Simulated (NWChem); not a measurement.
System: SnSe, singlet; SMILES [Sn]=[Se]

Here is an NWChem input.

```
start job
memory heap 200 mb stack 900 mb global 1100 mb
geometry units angstroms
  Sn     0.000000     0.000000    -0.946365
  Se     0.000000     0.000000     1.391610
end
basis spherical
  * library def2-svp
end
ecp
  Sn library def2-ecp
end
dft
  xc becke88 lyp
  iterations 150
end
driver
  maxiter 120
end
task dft optimize
dft
  grid fine
  convergence energy 1d-8 density 1d-7
end
task dft freq numerical
```

Parts of the log:

```
             Northwest Computational Chemistry Package (NWChem) 7.3.0
             --------------------------------------------------------

 ORDER OF PRIMARY AXIS IS BEING SET TO 4
 C4V symmetry detected

                             Geometry "geometry" -> ""
                             -------------------------

 Output coordinates in angstroms (scale by  1.889725989 to convert to a.u.)

  No.       Tag          Charge          X              Y              Z
 ---- ---------------- ---------- -------------- -------------- --------------
    1 Sn                  50.0000     0.00000000     0.00000000    -0.94632321
    2 Se                  34.0000     0.00000000     0.00000000     1.39165179

 Effective nuclear repulsion energy (a.u.)     384.7779909107

      Symmetry information
      --------------------

 Group name             C4v
 Group number             18
 Group order               8
 No. of unique centers     2

                                Z-matrix (autoz)
                                --------

 Units are Angstrom for bonds and degrees for angles

      Type          Name      I     J     K     L     M      Value
      ----------- --------  ----- ----- ----- ----- ----- ----------
    1 Stretch                  1     2                       2.33798

                           NWChem Geometry Optimization
                           ----------------------------

 maximum gradient threshold         (gmax) =   0.000450
 rms gradient threshold             (grms) =   0.000300
 maximum cartesian step threshold   (xmax) =   0.001800
 rms cartesian step threshold       (xrms) =   0.001200
 fixed trust radius                (trust) =   0.300000
 source of zmatrix                         =   autoz

          -------------------
          Energy Minimization
          -------------------

 Using diagonal initial Hessian
 Scaling for Hessian diagonals: bonds = 1.00  angles = 0.25  torsions = 0.10

          --------
          Step   0

                                 NWChem DFT Module
                                 -----------------

 Summary of "ao basis" -> "ao basis" (spherical)
 ------------------------------------------------------------------------------
       Tag                 Description            Shells   Functions and Types
 ---------------- ------------------------------  ------  ---------------------
 Sn                         def2-svp                10       26   4s4p2d
 Se                         def2-svp                12       32   5s4p3d

      Symmetry analysis of basis
      --------------------------

        a1         22
        a2          0
        b1          5
        b2          5
        e          26

            General Information
            -------------------
          SCF calculation type: DFT
          Wavefunction type:  closed shell.
          No. of atoms     :     2
          No. of electrons :    56
           Alpha electrons :    28
            Beta electrons :    28
          Charge           :     0
          Spin multiplicity:     1
          Use of symmetry is: on ; symmetry adaption is: on
          Maximum number of iterations: 150
          AO basis - number of functions:    58
                     number of shells:    22
          Convergence on energy requested:  1.00D-06
          Convergence on density requested:  1.00D-05
          Convergence on gradient requested:  5.00D-04

              XC Information
              --------------
                    Becke 1988 Exchange Functional  1.000
              Lee-Yang-Parr Correlation Functional  1.000

             Grid Information
             ----------------
          Grid used for XC integration:  medium
          Radial quadrature: Mura-Knowles
          Angular quadrature: Lebedev.
          Tag              B.-S. Rad. Rad. Pts. Rad. Cut. Ang. Pts.
          ---              ---------- --------- --------- ---------
          Sn                  1.45      123           8.0       590
          Se                  1.15      112          10.0       590
          Grid pruning is: on
          Number of quadrature shells:   235
          Spatial weights used:  Erf1

      Superposition of Atomic Density Guess
      -------------------------------------

 Sum of atomic energies:       -2648.60752826

      Non-variational initial energy
      ------------------------------

 Total energy =   -2612.930022
 1-e energy   =   -4057.112296
 2-e energy   =    1274.879958
 HOMO         =      -0.267112
 LUMO         =      -0.045207

      Symmetry analysis of molecular orbitals - initial
      -------------------------------------------------

 !! scf_movecs_sym_adapt:   10 vectors were symmetry contaminated

  Symmetry fudging

 !! scf_movecs_sym_adapt:   10 vectors were symmetry contaminated

  Numbering of irreducible representations:

     1 a1          2 a2          3 b1          4 b2          5 e

  Orbital symmetries:

     1 a1          2 a1          3 a1          4 e           5 e
     6 a1          7 a1          8 e           9 e          10 a1
    11 a1         12 e          13 e          14 a1         15 e
    16 e          17 b2         18 b1         19 a1         20 e
    21 e          22 b2         23 b1         24 a1         25 a1
    26 e          27 e          28 a1         29 e          30 e
    31 a1         32 a1         33 a1         34 e          35 e
    36 a1         37 e          38 e

   convergence    iter        energy       DeltaE   RMS-Dens  Diis-err
 ---------------- ----- ----------------- --------- --------- ---------
 d= 0,ls=0.0,diis     1  -2615.5049148097 -2.78D+03  5.70D-02  5.14D-01
 d= 0,ls=0.0,diis     2  -2613.6754149401  1.83D+00  5.00D-02  6.75D+00
 d= 0,ls=0.0,diis     3  -2615.5821618103 -1.91D+00  7.48D-03  1.11D-01
 d= 0,ls=0.0,diis     4  -2615.6057702768 -2.36D-02  1.42D-03  6.08D-03
 d= 0,ls=0.0,diis     5  -2615.6070168907 -1.25D-03  4.16D-04  4.16D-04
  Resetting Diis
 d= 0,ls=0.0,diis     6  -2615.6070805035 -6.36D-05  8.42D-05  1.74D-05
 d= 0,ls=0.0,diis     7  -2615.6070798776  6.26D-07  3.84D-04  1.52D-05
 d= 0,ls=0.0,diis     8  -2615.6070003098  7.96D-05  3.12D-04  3.74D-04
 d= 0,ls=0.0,diis     9  -2615.6070833883 -8.31D-05  8.20D-06  2.00D-07
 d= 0,ls=0.0,diis    10  -2615.6070834346 -4.63D-08  6.51D-07  1.21D-09

         Total DFT energy =    -2615.607083434580
      One electron energy =    -4057.936106911415
           Coulomb energy =     1378.207465182673
    Exchange-Corr. energy =     -105.180757706553
 Nuclear repulsion energy =      169.302316000716

 Numeric. integr. density =       55.999999961402

                  Occupations of the irreducible representations
                  ----------------------------------------------

                     irrep           alpha         beta
                     --------     --------     --------
                     a1               12.0         12.0
                     a2                0.0          0.0
                     b1                2.0          2.0
                     b2                2.0          2.0
                     e                12.0         12.0

                       DFT Final Molecular Orbital Analysis
                       ------------------------------------

 Vector   26  Occ=2.000000D+00  E=-2.215160D-01  Symmetry=a1
              MO Center=  1.6D-16, -5.2D-17,  1.2D-01, r^2= 4.2D+00
   Bfn.  Coefficient  Atom+Function         Bfn.  Coefficient  Atom+Function
  ----- ------------  ---------------      ----- ------------  ---------------
    40     -0.407728  2 Se pz                13      0.392308  1 Sn pz
    43     -0.392391  2 Se pz                37      0.259230  2 Se pz
     3     -0.249504  1 Sn s                  4     -0.244470  1 Sn s
    16      0.200616  1 Sn pz                31     -0.153249  2 Se s
    10     -0.130797  1 Sn pz                 7     -0.122084  1 Sn pz

 Vector   27  Occ=2.000000D+00  E=-2.141820D-01  Symmetry=e
              MO Center= -6.6D-16, -2.4D-16,  8.3D-01, r^2= 2.7D+00
   Bfn.  Coefficient  Atom+Function         Bfn.  Coefficient  Atom+Function
  ----- ------------  ---------------      ----- ------------  ---------------
    42      0.491381  2 Se py                39      0.439375  2 Se py
    36     -0.280806  2 Se py                12      0.265613  1 Sn py
    15      0.201749  1 Sn py                33      0.091310  2 Se py
     9     -0.087147  1 Sn py                 6     -0.081288  1 Sn py
    18     -0.061046  1 Sn d -1              23      0.040397  1 Sn d -1

 Vector   28  Occ=2.000000D+00  E=-2.141820D-01  Symmetry=e
              MO Center= -6.1D-16, -3.6D-16,  8.3D-01, r^2= 2.7D+00
   Bfn.  Coefficient  Atom+Function         Bfn.  Coefficient  Atom+Function
  ----- ------------  ---------------      ----- ------------  ---------------
    41      0.491381  2 Se px                38      0.439375  2 Se px
    35     -0.280806  2 Se px                11      0.265613  1 Sn px
    14      0.201749  1 Sn px                32      0.091310  2 Se px
     8     -0.087147  1 Sn px                 5     -0.081288  1 Sn px
    20      0.061046  1 Sn d  1              25     -0.040397  1 Sn d  1

 Vector   29  Occ=0.000000D+00  E=-1.084221D-01  Symmetry=e
              MO Center=  1.1D-15, -8.0D-16, -4.7D-01, r^2= 4.2D+00
   Bfn.  Coefficient  Atom+Function         Bfn.  Coefficient  Atom+Function
  ----- ------------  ---------------      ----- ------------  ---------------
    14      0.427558  1 Sn px                11      0.406646  1 Sn px
    15      0.348310  1 Sn py                12      0.331274  1 Sn py
    41     -0.331388  2 Se px                42     -0.269965  2 Se py
    38     -0.212557  2 Se px                39     -0.173159  2 Se py
    35      0.136342  2 Se px                 8     -0.124720  1 Sn px

[...]

      ----------------------
      Optimization converged
      ----------------------

  Step       Energy      Delta E   Gmax     Grms     Xrms     Xmax
  ---- ---------------- -------- -------- -------- -------- --------
@    2   -2615.60803794 -5.3D-06  0.00000  0.00000  0.00227  0.00393
                                     ok       ok

                                Z-matrix (autoz)
                                --------

 Units are Angstrom for bonds and degrees for angles

      Type          Name      I     J     K     L     M      Value     Gradient
      ----------- --------  ----- ----- ----- ----- ----- ---------- ----------
    1 Stretch                  1     2                       2.39209   -0.00000

                         Geometry "geometry" -> "geometry"
                         ---------------------------------

 Output coordinates in angstroms (scale by  1.889725989 to convert to a.u.)

  No.       Tag          Charge          X              Y              Z
 ---- ---------------- ---------- -------------- -------------- --------------
    1 Sn                  50.0000     0.00000000     0.00000000    -0.97337870
    2 Se                  34.0000     0.00000000     0.00000000     1.41870727

 Effective nuclear repulsion energy (a.u.)     376.0739924283

      Symmetry information
      --------------------

 Group name             C4v
 Group number             18
 Group order               8
 No. of unique centers     2

                Final and change from initial internal coordinates
                --------------------------------------------------

                                Z-matrix (autoz)
                                --------

 Units are Angstrom for bonds and degrees for angles

      Type          Name      I     J     K     L     M      Value       Change
      ----------- --------  ----- ----- ----- ----- ----- ---------- ----------
    1 Stretch                  1     2                       2.39209    0.05411

 ==============================================================================
                                internuclear distances
 ------------------------------------------------------------------------------
       center one      |      center two      | atomic units |  angstroms
 ------------------------------------------------------------------------------
    2 Se               |   1 Sn               |     4.52039  |     2.39209
 ------------------------------------------------------------------------------
                         number of included internuclear distances:          1
 ==============================================================================

[second-derivative integrals and response iterations left out]

  Vibrational analysis via the FX method

  See chapter 2 in "Molecular Vibrations" by Wilson, Decius and Cross

  Vib: Default input used

 ---------------------------- Atom information ----------------------------
     atom    #        X              Y              Z            mass
 --------------------------------------------------------------------------
    Sn       1  0.0000000D+00  0.0000000D+00 -1.8394190D+00  1.1790180D+02
    Se       2  0.0000000D+00  0.0000000D+00  2.6809680D+00  7.8918300D+01
 --------------------------------------------------------------------------

[unprojected Hessian and modes left out]

        Vibrational analysis via the FX method
  --- with translations and rotations projected out ---
  --- via the Eckart algorithm                      ---
 Dependent rotation vector no.                    3
  found in ECKART; assuming linear geometry
 Projected Nuclear Hessian trans-rot subspace norm:1.9259D-34
                         (should be close to zero!)

[projected Hessian left out]

 Rotational Constants
 --------------------
 A=   0.000000 cm-1  (  0.000000 K)
 B=   0.062319 cm-1  (  0.089661 K)
 C=   0.062319 cm-1  (  0.089661 K)

 Temperature                      =   298.15K
 frequency scaling parameter      =   1.0000

 Linear Molecule

 Zero-Point correction to Energy  =    0.440 kcal/mol  (  0.000701 au)
 Thermal correction to Energy     =    2.178 kcal/mol  (  0.003471 au)
 Thermal correction to Enthalpy   =    2.770 kcal/mol  (  0.004415 au)

 Total Entropy                    =   61.184 cal/mol-K
   - Translational                =   41.718 cal/mol-K (mol. weight = 196.8201)
   - Rotational                   =   18.094 cal/mol-K (symmetry #  =        1)
   - Vibrational                  =    1.372 cal/mol-K

 Cv (constant volume heat capacity) =    6.623 cal/mol-K
   - Translational                  =    2.979 cal/mol-K
   - Rotational                     =    1.986 cal/mol-K
   - Vibrational                    =    1.658 cal/mol-K

[normal modes left out]

 ----------------------------------------------------------------------------
 Normal Eigenvalue ||           Projected Infra Red Intensities
  Mode   [cm**-1]  || [atomic units] [(debye/angs)**2] [(KM/mol)] [arbitrary]
 ------ ---------- || -------------- ----------------- ---------- -----------
    1       -0.000 ||    0.001027           0.024         1.002       4.815
    2        0.000 ||    0.000416           0.010         0.406       1.950
    3        0.000 ||    0.000622           0.014         0.606       2.913
    4        0.000 ||    0.000010           0.000         0.010       0.048
    5        0.000 ||    0.000000           0.000         0.000       0.000
    6      308.055 ||    0.010729           0.248        10.459      50.275
 ----------------------------------------------------------------------------
```

Level: BLYP/def2-SVP with def2 effective core potentials on Sn. Low-valent species are run as closed-shell singlets; no triplet was tried in these runs. This build's default masses of Se (78.918 u) and Br (79.917 u) are each other's, which moves their modes by up to 0.6 %. def2 effective core potentials on Sn; no spin-orbit coupling.
